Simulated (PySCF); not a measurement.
C3H2BrNO.
SMILES with atom numbers: `[Br:1][c:2]1[n:3][cH:4][cH:5][o:6]1` (hydrogens: H7 on C4; H8 on C5)

Geometry (PBE0-D3(BJ)/def2-SVP, Å), atoms numbered from 1 in this order:
```xyz
8
C3H2BrNO angstrom
Br     3.077    0.263    0.691
C      1.271    0.088    0.348
N      0.610   -0.996    0.138
C     -0.685   -0.561   -0.062
C     -0.720    0.792    0.043
O      0.545    1.215    0.308
H     -1.500   -1.253   -0.267
H     -1.488    1.555   -0.035
```

Method used: PySCF 2.14.0, density-fitted response routines, TDDFT B3LYP/def2-SVPD, vertical, gas phase, core orbitals frozen in the response. The B3LYP/def2-SVPD calculation is non-relativistic and has no spin–orbit coupling, an omission that weighs most on bromine.

Transition dipole moments from the ground state, in atomic units and in the frame of the coordinates above (overall signs are arbitrary), for the states with f of 0.002 or more among the lowest 8:

```
state  E (eV)      μx      μy     μz
   S2   5.935   1.307  -0.254  0.217
   S4   6.659  -0.087  -0.039  0.477
   S5   6.784   0.127   0.003  0.024
   S7   6.931   0.162   0.302  0.054
   S8   7.185   0.292  -0.022  0.051
```

Question: Work out the oscillator strengths.

Answer: f = (2/3) ΔE |μ|² with ΔE in hartree (27.2114 eV).

```csv
state,|μ|² (au),|μ| (D),f
S2,1.821,3.43,0.265
S4,0.236,1.24,0.039
S5,0.017,0.33,0.003
S7,0.120,0.88,0.020
S8,0.088,0.75,0.016
```

Question: What is the point group, and which symmetry does each of these states have?

Answer: Cs. From a totally symmetric ground state, an allowed state transforms like the component of the dipole operator along its μ. Polarised normal to the mirror plane, so A″: S4. Polarised in the mirror plane, so A′: S2, S5, S7 and S8.

Question: Which bond between heavy atoms lies closest to the direction of the S2 transition dipole?

Answer: N3–C4, at 8° from it; next Br1–C2 at 16°.

Question: What angle do the transition dipoles of S2 and S7 make?

Answer: |cos θ| = |μa·μb| / (|μa| |μb|) = 0.31, so θ ≈ 72° (taken between 0 and 90°, since the signs are arbitrary).

Question: How is the summed strength of these states shared among x, y and z?

Answer: (2/3) Σ ΔE μα² gives 0.272 for x, 0.025 for y and 0.045 for z, 0.342 in all.

Question: What peak molar absorption coefficient would the strongest computed level give as a lone Gaussian band 0.4 eV wide at half height?

Answer: ε(max) = 2.175×10⁸ f / FWHM, with the width in cm⁻¹. S2: 2.175×10⁸ × 0.2647 / 3226 ≈ 18000 L mol⁻¹ cm⁻¹.

All these states lie below the vertical ionisation energy of 9.37 eV (ΔSCF).
